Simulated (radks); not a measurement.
Values are calculated unless marked as measured or tabulated.
Problem. The mean radii <r> (bohr) of the occupied orbitals of an atom or ion are listed with their occupations. Code: a radial shooting solver on a logarithmic mesh with Libxc functionals. Model: scalar-relativistic Kohn-Sham, OLYP, spin-polarised, spherical densities, point nucleus.

orbital  occ.     <r>
1s up       1  0.1908
2s up       1  0.9932
2s down     1   1.044
2p up       3  0.9518
2p down     1   1.042
3p up       1   5.985

Name the element and its charge. Open shells, if any, are filled with parallel spins first.

Solution. Z = 8, oxygen, charge 0: O in 1s1 2s2 2p4 3p1. The 1s radius gives Z: for a bare nucleus <r> = (2 gamma + 1)/(2Z) with gamma = sqrt(1 - (Z/c)^2), 0.1873 bohr for Z = 8, and screening makes it slightly larger (0.1908 here). The occupations add up to 8, and the charge is Z minus that.
